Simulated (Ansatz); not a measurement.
`CCB(N)O` + `C[O][In]([F])[F]` → `CCB(O)OC` + `[NH2][In]([F])[F]`  (redistribution)

Gas-phase electronic energies from Ansatz, PBE0-D4/def2-TZVP geometries. CBS: MP2 limit from def2 TZ/QZ plus the TZ coupled-cluster correction, frozen cores. def2 core potentials past Kr. For In outer-core shells are correlated without core-valence functions, which leaves a few kJ/mol of doubt a bond. Each species was taken in one conformer, which may not be the lowest.

```
            species  CCSD(T)/CBS(def2) energy (Eh)
          `CCB(N)O`                     -235.70604
 `C[O][In]([F])[F]`                     -504.48097
         `CCB(O)OC`                     -294.82802
`[NH2][In]([F])[F]`                     -445.37255
```

(1) Work out ΔE.

Largest T1 diagnostic among the species: 0.017.

Results:

(1) ΔE = (-294.82802) + (-445.37255) − (-235.70604) − (-504.48097) = -0.01356 Eh = -35.6 kJ/mol.

From PBE to PBE0 (25 % exact exchange), in def2-TZVPP and without D4, ΔE moves by −4.8 kJ/mol.
